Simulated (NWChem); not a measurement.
System meant: CH$_{4}$F$_{2}$GaN; SMILES [NH]([Ga]([F])[F])C

Input file for NWChem:

```
start job
memory heap 200 mb stack 900 mb global 1100 mb
geometry units angstroms noautosym nocenter noautoz
  Ga     0.015017    -0.398538     0.043092
  F      0.991240    -1.847319    -0.034647
  F     -1.695472    -0.634899     0.326253
  N      0.713022     1.255291    -0.132875
  C     -0.028964     2.510805    -0.115074
  H      1.704342     1.339704    -0.317792
  H      0.032772     3.037613    -1.077354
  H      0.337232     3.185321     0.670854
  H     -1.084877     2.309133     0.086134
end
basis spherical
  * library 6-31g*
end
dft
  xc xtpss03 ctpss03
  iterations 150
end
property
  shielding
end
task dft property
```

End of the output:

```
 Vector   36  Occ=0.000000D+00  E= 3.733351D-02
              MO Center=  3.5D-02,  1.2D-01,  1.4D-02, r^2= 7.3D+00
   Bfn.  Coefficient  Atom+Function         Bfn.  Coefficient  Atom+Function
  ----- ------------  ---------------      ----- ------------  ---------------
    15      0.849446  1 Ga px                80      0.767207  5 C  s
    96     -0.347058  9 H  s                 66     -0.316934  4 N  s
    52      0.273820  3 F  s                 16     -0.243983  1 Ga py
    38     -0.227436  2 F  s                 94     -0.219353  8 H  s
    92     -0.204021  7 H  s                 11      0.197129  1 Ga px

 center of mass
 --------------
 x =  -0.02359567 y =  -0.23416630 z =   0.06382243

 moments of inertia (a.u.)
 ------------------
         749.619357455214           8.363551168402          45.686219028901
           8.363551168402         317.069848073333          37.517162132411
          45.686219028901          37.517162132411        1037.009911115027

     Multipole analysis of the density
     ---------------------------------

     L   x y z        total         alpha         beta         nuclear
     -   - - -        -----         -----         ----         -------
     0   0 0 0     -0.000000    -33.000000    -33.000000     66.000000

     1   1 0 0      0.491933      0.308065      0.308065     -0.124197
     1   0 1 0      1.173661      1.504294      1.504294     -1.834928
     1   0 0 1     -0.167380     -1.691449     -1.691449      3.215518

     2   2 0 0    -29.767870    -90.736920    -90.736920    151.705970
     2   1 1 0      1.321995      1.012274      1.012274     -0.702553
     2   1 0 1      0.304384     11.498807     11.498807    -22.693230
     2   0 2 0    -28.536191   -218.926452   -218.926452    409.316714
     2   0 1 1     -0.160433     10.783479     10.783479    -21.727390
     2   0 0 2    -27.229493    -18.879437    -18.879437     10.529381

          -----------------------------------------
          Chemical Shielding Tensors (GIAO, in ppm)
          -----------------------------------------

 ------------------------------------------------------------------------
  xtpss03: d2 not coded                    0
 ------------------------------------------------------------------------
 ------------------------------------------------------------------------
  current input line :
    24: task dft property
 ------------------------------------------------------------------------
 ------------------------------------------------------------------------
 This error has not yet been assigned to a category
 ------------------------------------------------------------------------
 For more information see the NWChem manual at https://nwchemgit.github.io

0: xtpss03: d2 not coded:Received an Error in Communication
```

### Question
Find the fault in this run and fix the input.

### Answer
The run crashed. Cause: this functional's second derivatives, which shieldings need, aren't coded here; the fix takes a hybrid GGA instead. This input runs:
```
start job
memory heap 200 mb stack 900 mb global 1100 mb
geometry units angstroms noautosym nocenter noautoz
  Ga     0.015017    -0.398538     0.043092
  F      0.991240    -1.847319    -0.034647
  F     -1.695472    -0.634899     0.326253
  N      0.713022     1.255291    -0.132875
  C     -0.028964     2.510805    -0.115074
  H      1.704342     1.339704    -0.317792
  H      0.032772     3.037613    -1.077354
  H      0.337232     3.185321     0.670854
  H     -1.084877     2.309133     0.086134
end
basis spherical
  * library 6-31g*
end
dft
  xc pbe0
  iterations 150
end
property
  shielding
end
task dft property
```
It converges to -2219.04897 Ha (PBE0/6-31G* (spherical d), GIAO).
